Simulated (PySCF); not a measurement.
Working out the ionisation energy of Se+

Se+ [Ar] 3d10 4s2 4p3 (4S) → Se(2+) [Ar] 3d10 4s2 4p2 (3P). Computed with PySCF 2.14 in aug-cc-pVDZ-DK (6s5p3d, 36 functions), with the spin-free X2C one-electron Hamiltonian (Gaussian nucleus). Frozen: [Ar] 3d10. Energies in hartree (1 hartree = 27.21139 eV):

```
             part   Se+ (lower)  Se(2+) (upper)
              UHF  -2427.647810    -2426.881924
MP2 opposite-spin     -0.041891       -0.036985
    MP2 same-spin     -0.015492       -0.006992
```

Problem. What does Hartree-Fock give?

Solution. (-2426.881924) − (-2427.647810) = 0.765886 hartree = 20.841 eV.

Problem. What do MP2 and SCS-MP2 (6/5 opposite-spin, 1/3 same-spin) give?

Solution. The opposite-spin parts differ by 0.133 eV and the same-spin parts by 0.231 eV. MP2: 20.841 + (0.133) + (0.231) = 21.205 eV. SCS-MP2: 20.841 + 1.2 × (0.133) + (0.231)/3 = 21.078 eV.

A first-order spin-orbit estimate adds -0.290 eV to MP2 (valence), giving 20.915 eV against 21.196 ± 0.01 eV (measured; NIST Atomic Spectra Database, ionization energies).

A double-zeta basis recovers only part of the correlation energy.

What remains against the reference includes basis incompleteness, the frozen core and correlation beyond second order.
